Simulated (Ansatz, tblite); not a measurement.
Cost and result up the ladder for SnEt3(NHMe) (C7H19NSn) (28 atoms). Total charge 0; singlet. Geometry: r2SCAN-D4/def2-SVP.

```tsv
atom	x (Å)	y (Å)	z (Å)
Sn1	-0.021	0.047	-0.041
C2	-1.035	-1.839	0.317
C3	-0.345	-2.648	1.413
H4	-1.081	-2.400	-0.632
H5	-2.079	-1.608	0.591
H6	-0.877	-3.592	1.628
H7	0.688	-2.916	1.133
H8	-0.283	-2.079	2.355
C9	-0.927	1.200	-1.660
C10	-2.404	1.493	-1.412
H11	-0.782	0.638	-2.599
H12	-0.347	2.133	-1.761
H13	-2.848	2.103	-2.218
H14	-2.999	0.567	-1.343
H15	-2.556	2.044	-0.468
C16	2.109	-0.252	-0.336
C17	2.428	-1.179	-1.508
H18	2.501	-0.655	0.613
H19	2.579	0.737	-0.475
H20	3.515	-1.333	-1.627
H21	1.974	-2.176	-1.378
H22	2.054	-0.777	-2.465
N23	-0.198	1.023	1.769
C24	0.377	2.344	1.942
H25	-1.143	0.982	2.149
H26	0.406	2.628	3.011
H27	1.426	2.344	1.598
H28	-0.134	3.172	1.403
```

Ansatz on 2 threads of AMD EPYC 7R13 on a shared host and a share (18 GiB) of an NVIDIA H100 80GB HBM3; xTB runs through tblite on one thread. Times are rough, summed over both states, and most runs start from the orbitals of an earlier one. PBE0-D4/def2-TZVP serves as the yardstick here, not as an exact answer. The other state is a triplet.

In the def2 sets Sn takes a core potential; there is no spin–orbit coupling. The xTB rows come from tblite. Single mean-field runs in def2-TZVP are fitted with def2-universal-jkfit.

xTB has no spin-polarisation term.

```json
{"level": "GFN2-xTB", "functions": "60", "wall time": "0.038 s"}
{"level": "GFN1-xTB", "functions": "79", "wall time": "0.056 s"}
{"level": "PBE-D4/def2-TZVP (with forces)", "functions": "412", "wall time": "6.7 s"}
{"level": "PBE0-D4/def2-TZVP", "functions": "412", "wall time": "6.8 s"}
{"level": "r2SCAN-D4/def2-TZVP (with forces)", "functions": "412", "wall time": "8.4 s"}
```

**Question.** Estimate what each level gives for the vertical triplet (eV).

**Answer.** 
| level | vertical triplet (eV) | difference from PBE0-D4/def2-TZVP (eV) |
| --- | --- | --- |
| GFN2-xTB | 4.32 | -0.38 |
| GFN1-xTB | 4.65 | -0.06 |
| PBE-D4/def2-TZVP (with forces) | 4.39 | -0.31 |
| PBE0-D4/def2-TZVP | 4.70 | 0.00 |
| r2SCAN-D4/def2-TZVP (with forces) | 4.54 | -0.17 |
